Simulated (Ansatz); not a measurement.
System: SeCl (charge 0, doublet). SMILES: Cl[Se]
Geometry from a B3LYP-D3(BJ)/def2-TZVP (Ansatz, an electronic-structure program) optimisation:
```
Se
Cl 1 2.1470
```
Charge 0, spin multiplicity 2.

Wanted: atomisation energy (electronic, to ground-state atoms), in kcal/mol. Valence correlation only, unless marked. UHF or UKS for open shells. Spin-orbit coupling is left out. The frozen core is the preceding noble-gas configuration, with the filled d and f shells of earlier blocks. No relativistic terms. The coupled-cluster limit lacks core correlation, which all-electron functionals hold. Basis-set limits of correlation are two-point, X^-3; Hartree-Fock from the larger set.

```tsv
level	program	atomisation energy (kcal/mol)
PBE0-D3(BJ)/def2-TZVP	Ansatz + dftd3	66.2
CAM-B3LYP-D3(BJ)/def2-TZVPD	Ansatz + dftd3	___
LC-wPBE-D3(BJ)/def2-TZVPD	Ansatz + dftd3	60.8
LC-wPBE-D4/def2-TZVPD	Ansatz + dftd4	60.9
CCSD/def2-TZVPP	Ansatz	___
CCSD(T)/CBS(def2-TZVPPD,def2-QZVPPD)	Ansatz	___
```

**Question.** Fill in the missing entries.

**Answer.** 
- CAM-B3LYP-D3(BJ)/def2-TZVPD, atomisation energy (kcal/mol): 62.4
- CCSD/def2-TZVPP, atomisation energy (kcal/mol): 53.5
- CCSD(T)/CBS(def2-TZVPPD,def2-QZVPPD), atomisation energy (kcal/mol): 63.3
